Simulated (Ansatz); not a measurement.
C$_{2}$H$_{5}$O$_{2}$Si (`[CH]=C[SiH](O)O`) radical. Charge 0, multiplicity 2. The geometry is a stationary point of PBE0-D4/def2-TZVP. It is one conformer, not always the lowest.

```xyz
10

C    -1.877   -0.126    0.192
C    -0.768    0.310    0.716
Si    0.830    0.359   -0.259
O     0.545   -0.302   -1.731
O     2.030   -0.427    0.529
H    -2.917   -0.284    0.443
H    -0.756    0.662    1.756
H     1.334    1.742   -0.384
H    -0.364   -0.558   -1.899
H     1.943   -1.376    0.636
```

Q: What is the dipole moment at PBE/def2-TZVPP? (Best estimate.)

A: Ansatz gave: 2.57 D, with components (-2.06, -1.09, 1.09) D in this frame, pointing from negative to positive charge.

Q: And with r2SCAN, B3LYP, ωB97M-V? (Best estimate.)

A: Ansatz gave: r2SCAN 2.70 D, B3LYP 2.72 D, ωB97M-V 2.77 D.

Q: Give the Mulliken charges with PBE, r2SCAN, ωB97M-V in def2-TZVPP. (An estimate is asked.)

A: Computed: 
```json
{"atom": "C1", "PBE": "-0.23", "r2SCAN": "-0.23", "ωB97M-V": "-0.22"}
{"atom": "C2", "PBE": "-0.16", "r2SCAN": "-0.18", "ωB97M-V": "-0.22"}
{"atom": "Si3", "PBE": "0.58", "r2SCAN": "0.72", "ωB97M-V": "0.65"}
{"atom": "O4", "PBE": "-0.35", "r2SCAN": "-0.42", "ωB97M-V": "-0.38"}
{"atom": "O5", "PBE": "-0.35", "r2SCAN": "-0.41", "ωB97M-V": "-0.37"}
{"atom": "H6", "PBE": "0.13", "r2SCAN": "0.13", "ωB97M-V": "0.14"}
{"atom": "H7", "PBE": "0.09", "r2SCAN": "0.08", "ωB97M-V": "0.12"}
{"atom": "H8", "PBE": "-0.10", "r2SCAN": "-0.11", "ωB97M-V": "-0.06"}
{"atom": "H9", "PBE": "0.19", "r2SCAN": "0.21", "ωB97M-V": "0.19"}
{"atom": "H10", "PBE": "0.19", "r2SCAN": "0.20", "ωB97M-V": "0.18"}
```

B3LYP here is the variant with VWN-RPA as its local correlation; programs differ in this.
